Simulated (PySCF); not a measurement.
# Correlation energy of F (fluorine, neutral)

[He] 2s1 2p6, 2S determinant (an excited configuration). All numbers are calculated (PySCF 2.14, no relativity, point nucleus, in aug-cc-pwCVTZ (7s6p4d2f, 59 functions)). Frozen: nothing; 9 electrons correlated.

```csv
level,correlation energy (mhartree)
CCSD,-382.96
(T),-50.57
CCSD(T),-433.53
```

Diagnostics: T1 = 0.031, D1 = 0.1239, largest double amplitude 0.330.

Q: Is a single reference adequate?

A: Not fully. T1 exceeds 0.03, a sign that the reference determinant is poor. A double-excitation amplitude exceeds 0.15, a sign of near-degeneracy.
